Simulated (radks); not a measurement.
The numbers below are computed, except where a source is named.
Question: Code: a radial shooting solver on a logarithmic mesh with Libxc functionals. Model: scalar-relativistic Kohn-Sham, exchange-only LDA, spin-polarised, spherical densities, finite nucleus; open shells are filled with parallel spins first; Fermi nuclear charge, rms radius of each element as measured or else 0.836 A^(1/3) + 0.57 fm. Response by self-consistent Sternheimer equations with the Hartree and adiabatic exchange-only LDA kernel, the relativistic mass of each level held fixed and spin-orbit coupling left out. Rank K+, K, K4+, K6+, K3+, K2+, K5+ (NIST ground configurations) by static dipole polarisability, largest first.

Answer: K 292.5, K+ 5.918, K2+ 4.079, K3+ 3.036, K4+ 2.400, K5+ 1.964, K6+ 1.652 bohr^3.
